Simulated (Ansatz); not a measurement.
Species: difluoro(dihydroxy)silane, sum formula H₂SiO₂F₂, charge 0, multiplicity 1. 
Geometry from a B3LYP-D3(BJ)/def2-TZVP (Ansatz, a quantum-chemistry and plane-wave program) optimisation:
```
Si
F 1 1.5887
F 1 1.5887 2 104.90
O 1 1.6135 2 112.18 3 119.57
H 4 0.9598 1 119.56 2 -83.67
O 1 1.6135 2 110.15 3 -120.91
H 6 0.9598 1 119.56 2 32.78
```

Parts of the frozen-core correlation energy in aug-cc-pV(T+d)Z (Ansatz, hartree). Frozen orbitals: 9; correlated occupied orbitals by spin: 16 and 16; virtual: 260 and 260. No spin-orbit coupling. Non-relativistic.

```
term                            value
-------------------------  ----------
reference (HF)             -639.13689
MP2 opposite-spin            -0.82941
MP2 same-spin                -0.29139
CCSD correlation             -1.12342
(T)                          -0.03786
T1 diagnostic                   0.012
largest doubles amplitude       0.008
```
